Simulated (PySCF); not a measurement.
## Electric field gradients and quadrupole coupling constants

C8H13PS.
Numbering: `[CH3:1][S:2][CH2:3][P:4]1[CH:5]=[CH:6][CH:7]([CH3:8])[CH:9]=[CH:10]1` (hydrogens: H11, H12, H13 on C1; H14, H15 on C3; H16 on C5; H17 on C6; H18 on C7; H19, H20, H21 on C8; H22 on C9; H23 on C10)

Structure used (GFN2-xTB), in Å, numbered top down from 1:
```
atom  x, y, z in Å
C1     4.5161    0.3048    0.0144
S2     3.0726   -0.4839    0.7840
C3     1.8548   -0.1288   -0.5223
P4     0.2162   -0.9221   -0.0967
C5    -0.7528   -0.1268   -1.4071
C6    -1.9317    0.4280   -1.1623
C7    -2.5479    0.4776    0.2073
C8    -3.2479   -0.8583    0.5021
C9    -1.5053    0.7401    1.2582
C10   -0.2907    0.2105    1.2235
H11    5.3448    0.1829    0.7036
H12    4.7406   -0.1869   -0.9285
H13    4.3133    1.3609   -0.1428
H14    2.2203   -0.5649   -1.4556
H15    1.7509    0.9545   -0.6282
H16   -0.3465   -0.1803   -2.4090
H17   -2.5115    0.8697   -1.9622
H18   -3.2974    1.2756    0.2357
H19   -4.0101   -1.0605   -0.2471
H20   -3.7154   -0.8328    1.4837
H21   -2.5132   -1.6620    0.4837
H22   -1.7998    1.3932    2.0692
H23    0.4357    0.3825    2.0065
```

Field gradients from the PBE0/pcSseg-1 density (PySCF, non-relativistic), principal values in atomic units, ordered |Vxx| ≤ |Vyy| ≤ |Vzz|:

```
atom     Vxx     Vyy      Vzz
  S2  0.6624  2.5601  -3.2225
```

Find the asymmetry η = (Vxx − Vyy)/Vzz and the couplings χ = eQV/h (234.96 MHz × Q in barn × V in au), with Q(33S) = −0.0678 b.

| atom | environment | nucleus | η | χzz (MHz) | χxx (MHz) | χyy (MHz) |
| --- | --- | --- | --- | --- | --- | --- |
| S2 | sulfide sulfur | 33S | 0.59 | 51.34 | -10.55 | -40.78 |

What is Vzz at S2 in SI units (1 au = 9.71736 × 10²¹ V/m²)?

-3.2225 au = -31.314 × 10²¹ V/m².

And the gradient at the other heavy atoms, for which no coupling is worked out here?

```csv
atom,environment,Vzz (au),η
C1,S-methyl carbon,0.261,0.03
C3,sp3 carbon bound to sulfur,0.216,0.55
P4,phosphine phosphorus,-1.330,0.20
C5,alkene CH carbon,0.240,0.80
C6,alkene CH carbon,0.300,0.50
C7,allylic carbon,-0.053,0.15
C8,methyl carbon,0.097,0.12
C9,alkene CH carbon,0.295,0.53
C10,alkene CH carbon,0.255,0.74
```

What couplings would deuterons (Q(2H) = 0.00286 b) have in place of the hydrogens, at this geometry?

| atom | bonded to | bond length (Å) | Vzz (au) | η | χzz (kHz) |
| --- | --- | --- | --- | --- | --- |
| H11 | C1 | 1.085 | 0.3187 | 0.04 | 214 |
| H12 | C1 | 1.087 | 0.3135 | 0.03 | 211 |
| H13 | C1 | 1.087 | 0.3133 | 0.03 | 211 |
| H14 | C3 | 1.093 | 0.3035 | 0.04 | 204 |
| H15 | C3 | 1.093 | 0.3004 | 0.03 | 202 |
| H16 | C5 | 1.082 | 0.3285 | 0.06 | 221 |
| H17 | C6 | 1.082 | 0.3258 | 0.06 | 219 |
| H18 | C7 | 1.095 | 0.2942 | 0.02 | 198 |
| H19 | C8 | 1.088 | 0.3148 | 0.03 | 212 |
| H20 | C8 | 1.087 | 0.3152 | 0.03 | 212 |
| H21 | C8 | 1.089 | 0.3074 | 0.05 | 207 |
| H22 | C9 | 1.082 | 0.3262 | 0.06 | 219 |
| H23 | C10 | 1.082 | 0.3252 | 0.06 | 219 |

One conformer (not necessarily the lowest) at the GFN2-xTB geometry, without solvent, vibrations or thermal averaging. GFN2-xTB bond lengths can be off by several hundredths of an ångström, more for odd bonds, and the gradients follow them. The basis is small and wasn't made for field gradients, so the couplings can be 20 % off.

These values come from a run that also computed NMR shieldings. On Arm Neoverse V2, one thread (shared host), this took 74 s (with the writing of density and orbital grids) and 1.2 GiB of memory at its peak.
